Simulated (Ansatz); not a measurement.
Stepwise reaction of `[Br][InH2]` with ammonia, as a gas-phase model of exchange steps in deposition or etching. ΔE in kJ/mol; ΔG adds harmonic PBE0-D4 terms to CCSD(T)/CBS, at 1 bar.

Isolated molecules relaxed with PBE0-D4/def2-TZVP in Ansatz; ΔE leaves out vibrations. CCSD(T)/CBS adds triple-zeta CCSD(T) − MP2 to the extrapolated MP2 energy (def2 sets, frozen cores). This one scheme is used for every species. DFT in def2-TZVPP. B3LYP here is the variant with VWN-RPA as its local correlation; programs differ in this. def2 core potentials past Kr. For Br, In outer-core shells are correlated without core-valence functions, which leaves a few kJ/mol of doubt a bond. Scalar relativity is left out up to krypton. Each species was taken in one conformer, which may not be the lowest.

```
step                                              reaction  PBE-D4  B3LYP-D4  ωB97M-V  CCSD(T)/CBS  ΔG(600 K)
   1            `[Br][InH2]` + NH₃ → `[NH2][InH][Br]` + H₂     6.2       7.7      9.0         -0.6       -3.6
   2  `[NH2][InH][Br]` + NH₃ → `[NH2][In]([NH2])[Br]` + H₂    19.8      21.8     24.5         13.6       15.7
```

Task: By hand: ΔE of the 2 steps together at CCSD(T)/CBS.

Result: (-0.6) + (13.6) = 13.0 kJ/mol, or 6.5 kJ/mol a step.

In ΔE each step is higher than the one before. ΔG lies between -3.6 and 15.7 kJ/mol a step. PBE-D4 differs from CCSD(T)/CBS by 6.2 to 6.8 kJ/mol a step. Isolated molecules leave out the surface, adducts and barriers. Largest T1 diagnostic: 0.013.
